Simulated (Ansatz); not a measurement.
Species: sum formula SiHSCl2, net charge 0, doublet state. It need not be the lowest isomer of its formula. SMILES: S[Si](Cl)Cl
Coordinates optimised at B3LYP-D3(BJ)/def2-TZVP (Ansatz, an electronic-structure program):
```
Si
Cl 1 2.0640
Cl 1 2.0731 2 109.73
S 1 2.1439 2 105.30 3 120.61
H 4 1.3458 1 93.17 2 -174.04
```
Charge 0, spin multiplicity 2.

Wanted: atomisation energy (electronic, to ground-state atoms), in kcal/mol. Correlated levels leave the core frozen unless marked. Open shells are spin-unrestricted. No spin-orbit coupling. No relativistic terms. The coupled-cluster limit lacks core correlation, which all-electron functionals hold. CBS(X,Y): correlation extrapolated as X^-3; Hartree-Fock from the larger set.

```tsv
level	program	atomisation energy (kcal/mol)
SVWN5/def2-TZVPD	Ansatz	402.6
BLYP-D3(BJ)/def2-TZVPD	Ansatz + dftd3	340.6
r2SCAN/def2-TZVPD	Ansatz	352.8
PBE0-D3(BJ)/def2-TZVP	Ansatz + dftd3	348.8
wB97M-V/def2-TZVPD	Ansatz	347.8
SCS-MP2/cc-pV(D+d)Z	Ansatz	305.8
SCS-MP2/aug-cc-pV(Q+d)Z	Ansatz	345.7
```

Question: Predict the CCSD(T)/CBS(aug-cc-pV(T+d)Z,aug-cc-pV(Q+d)Z) result (Ansatz).

Answer: 347.3 kcal/mol, so SCS-MP2/aug-cc-pV(Q+d)Z differs from it by -1.6 kcal/mol.
